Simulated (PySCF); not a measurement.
The numbers below are computed, except where a source is named.
# C2H10OPSi2

The system: C2H10OPSi2, a small molecule; neutral, doublet. The structure, one conformer, was relaxed in the gas phase by PBE0-D3(BJ)/def2-SVP. No frequency run checks that it is a minimum.

SMILES: O=[P](C[SiH3])C[SiH3]

```xyz
16

P    -1.139   -0.865   -0.546
O    -2.434   -0.402   -1.175
C     0.339   -0.439   -1.544
Si    2.023   -0.910   -0.835
C    -0.865   -0.147    1.114
Si   -0.931    1.748    1.150
H     0.308    0.647   -1.749
H     0.199   -0.942   -2.515
H     2.339   -0.059    0.353
H     2.018   -2.342   -0.407
H     3.080   -0.708   -1.869
H     0.089   -0.513    1.530
H    -1.673   -0.528    1.761
H    -2.301    2.213    0.796
H     0.050    2.308    0.171
H    -0.568    2.231    2.516
```
Atoms count from 1 in this order.

EPR values by unrestricted B3LYP, IGLO-III on C O P Si, pcH-1 on H.

Q: Predict g and the largest hyperfine couplings. Where does the spin sit?

A: g = 2.0020, 2.0058, 2.0074. The spin sits on P1 (56 %, bonded to 2 C + 1 O), O2 (28 %, bonded to 1 P) by Mulliken populations.
```json
{"atom": "P1", "isotope": "31P", "isotropic (MHz)": "1030.0", "dipolar, principal values (MHz)": "-164.0, -158.3, 322.3"}
{"atom": "O2", "isotope": "17O", "isotropic (MHz)": "-22.1", "dipolar, principal values (MHz)": "-95.6, 47.4, 48.1"}
{"atom": "C3", "isotope": "13C", "isotropic (MHz)": "60.0", "dipolar, principal values (MHz)": "-7.0, -6.2, 13.2"}
{"atom": "C5", "isotope": "13C", "isotropic (MHz)": "39.5", "dipolar, principal values (MHz)": "-7.7, -7.2, 14.8"}
{"atom": "H7", "isotope": "1H", "isotropic (MHz)": "41.0", "dipolar, principal values (MHz)": "-4.7, 0.2, 4.5"}
{"atom": "Si6", "isotope": "29Si", "isotropic (MHz)": "-23.8", "dipolar, principal values (MHz)": "-9.8, 4.8, 5.0"}
```

Q: How do the isotropic couplings move with BHandHLYP?

A: P1 1030.0 to 1082.0 MHz, O2 -22.1 to -36.3 MHz, C3 60.0 to 60.3 MHz, C5 39.5 to 39.8 MHz.

The 2 runs behind this took 6.8 min in all, one thread each of Arm Neoverse N1 on a shared host, launched as `OMP_NUM_THREADS=1 python cluster_run.py task.json out`.
